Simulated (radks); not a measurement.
Effect of the nuclear size on neutral oxygen, [He] 2s2 2p4. Method: Dirac Kohn-Sham, PBE, spin-unpolarised, spherical densities, finite nucleus; open shells are shared between the two j in proportion to 2j + 1; Fermi nuclear charge, rms radius 2.6991 fm; computed with a radial shooting solver on a logarithmic mesh with Libxc functionals. The rms radius is varied about that value; shifts are against it.

| rms radius (fm) | total energy shift (eV) | density at nucleus (e/bohr^3) | 1s1/2 shift (meV) |
|---|---|---|---|
| 2.4157 | -0.0000761 | 321.9 | -0.030 |
| 2.4454 | -0.0000685 | 321.9 | -0.027 |
| 2.6991 | 0 | 321.8 | 0.000 |
| 2.7963 | 0.0000280 | 321.7 | 0.011 |
| 3.2092 | 0.000158 | 321.5 | 0.062 |

Slopes of the eigenvalues against <r^2> in GHz/fm^2, as finite differences over the two radii next to the reference (eigenvalue slopes, not the field-shift constants of lines): 1s1/2 5.01.
